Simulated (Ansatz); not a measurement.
Harmonic frequencies (cm⁻¹) at PBE0-D4/def2-TZVP from Ansatz: 82, 121, 177, 294, 300, 519, 540, 564, 619, 666, 853, 876, 888, 897, 942, 943, 1160, 1320, 1369, 1450, 1468, 1642, 2184, 2197, 2198, 3028, 3098, 3104, 3587, 3691.

Each molecule was computed in one conformer, which needn't be the lowest.

Task: Which molecule is it?
A. `CB(N)[SiH3]`
B. `CB[SiH2]N`
C. `B[SiH2]CN`
D. `BCN[SiH3]`

Result: A.
